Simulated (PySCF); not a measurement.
H3IrO3, multiplicity 1. Atoms are numbered in the order given.

```xyz
7

Ir    -0.0092     0.0020     0.0000
O     -0.0862     0.9061     1.5966
H      0.8169     1.0957     1.9060
O      0.1496    -1.8285     0.0000
H     -0.7452    -2.2128     0.0000
O     -0.0862     0.9061    -1.5966
H      0.8169     1.0957    -1.9060
```
Charge 0, spin multiplicity 1.

Geometry: PBE0-D3(BJ)/def2-SVP. The spin state was assumed, not searched. The def2 effective core potentials stand for the cores of Ir; spin–orbit coupling is left out. Other conformers were not sampled.

Method: CAM-B3LYP/def2-TZVPD (PySCF).

Mulliken values depend strongly on the basis, most of all with diffuse functions as here. ESP charges are fitted to the potential on shells at 1.4 to 2.0 van der Waals radii. Atomic charges (e):

```json
[
 {"atom": "Ir1", "ESP fit": "0.18", "Mulliken": "0.74"},
 {"atom": "O2", "ESP fit": "-0.41", "Mulliken": "-0.57"},
 {"atom": "H3", "ESP fit": "0.35", "Mulliken": "0.33"},
 {"atom": "O4", "ESP fit": "-0.47", "Mulliken": "-0.57"},
 {"atom": "H5", "ESP fit": "0.41", "Mulliken": "0.32"},
 {"atom": "O6", "ESP fit": "-0.41", "Mulliken": "-0.57"},
 {"atom": "H7", "ESP fit": "0.35", "Mulliken": "0.33"}
]
```
